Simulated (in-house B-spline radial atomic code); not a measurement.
A fraction x of an electron is removed from 3d in As4+, starting from [Ar] 3d10 4s1 and keeping the highest spin. Level of theory: non-relativistic LDA VWN5, spin-polarised, spherical fractional occupations, point nucleus; calculated with an all-electron radial atomic-structure program (B-spline basis).

```tsv
x	E(x) - E(0) (eV)	3d down level (eV)
0	0.0000	-91.624
0.08	7.4140	-93.727
0.24	22.7495	-97.976
0.3	28.6763	-99.584
0.41	39.7935	-102.552
0.5	49.1332	-104.998
0.59	?	?
0.68	68.4769	-109.943
0.85	87.5686	-114.675
0.96	?	?
1	105.0859	-118.898
```

Task: What belongs in the row x = 0.59?

Result: An energy change of 58.6938 eV; 3d down at -107.462 eV.

Task: What belongs in the row x = 0.96?

Result: An energy change of 100.3527 eV; 3d down at -117.767 eV.

Task: Check Janak's theorem between x = 0.08 and 0.24.

Result: The slope of the energy is 95.85 eV; the orbital levels give 95.85 eV (-ε of the emptying orbital, averaged over the two points).
